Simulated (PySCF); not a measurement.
SMILES C(C#C)C[SiH3] (C4H8Si), GFN2-xTB optimised geometry.

```
13

C      2.14    -1.98     0.02
C      1.75    -0.85     0.01
C      1.23     0.50     0.00
C     -0.31     0.50     0.00
Si    -1.04     2.26     0.00
H      2.50    -2.97     0.04
H      1.60     1.03     0.88
H      1.60     1.01    -0.89
H     -0.66    -0.05     0.87
H     -0.66    -0.06    -0.87
H     -2.50     2.17     0.00
H     -0.58     2.97    -1.19
H     -0.57     2.97     1.19
```

Density from PBE/def2-TZVP (PySCF 2.14.0) at that geometry.

Minimum of the electron density along straight lines between bonded atoms, close to the bond critical point (lines longer than 1.1 times the sum of covalent radii, or with two minima, are not listed):

| bond | length / Å | ρ at the minimum / e bohr⁻³ | ∇²ρ there / e bohr⁻⁵ | position (fraction from the first atom) |
|---|---|---|---|---|
| C1–C2 | 1.197 | 0.419 | ___ | 0.49 |
| C2–C3 | 1.449 | 0.274 | ___ | 0.53 |
| C3–C4 | 1.532 | 0.235 | -0.53 | 0.51 |
| C4–Si5 | 1.902 | 0.116 | ___ | 0.61 |
| C1–H6 | 1.049 | 0.297 | -1.10 | 0.66 |
| C3–H7 | 1.094 | 0.276 | -0.93 | 0.64 |
| C3–H8 | 1.094 | 0.276 | -0.93 | 0.64 |
| C4–H9 | 1.092 | 0.273 | -0.90 | 0.64 |
| C4–H10 | 1.092 | 0.273 | -0.90 | 0.64 |
| Si5–H11 | 1.463 | 0.124 | 0.17 | 0.50 |
| Si5–H12 | 1.465 | 0.123 | 0.17 | 0.50 |
| Si5–H13 | 1.465 | 0.123 | 0.18 | 0.50 |

Task: Fill in the missing entries.

Result: 
- C1–C2, ∇²ρ there / e bohr⁻⁵: -1.20
- C2–C3, ∇²ρ there / e bohr⁻⁵: -0.73
- C4–Si5, ∇²ρ there / e bohr⁻⁵: 0.14
